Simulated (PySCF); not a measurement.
Computed shifts of a molecule C2H7AlFN, PySCF with PBE0/pcSseg-1, GIAO, gas phase, equivalent atoms averaged, in ppm (number of nuclei): ¹⁹F: -180.8 (1). ¹³C: 33.6 (1), -18.5 (1). ¹H: 3.01 (3), 1.09 (1), -0.05 (3). ¹⁵N: 43.7 (1). References: ¹⁹F against CFCl3 (σ = 167.2 ppm); ¹³C against TMS (σ = 186.3 ppm); ¹H against TMS (σ = 31.56 ppm); ¹⁵N against NH3 (σ = 267.4 ppm), references at their B3LYP-D3(BJ)/def2-TZVP geometries, non-relativistic. The structure is a stationary point at B3LYP-D3(BJ)/def2-SVP. One conformer was computed; it need not be the lowest.

Q: Pick the molecule that these values belong to.
A. C[N](C)[AlH][F]
B. C[CH2][Al]([NH2])[F]
C. C[NH][Al]([CH3])[F]

A: C, C[NH][Al]([CH3])[F]
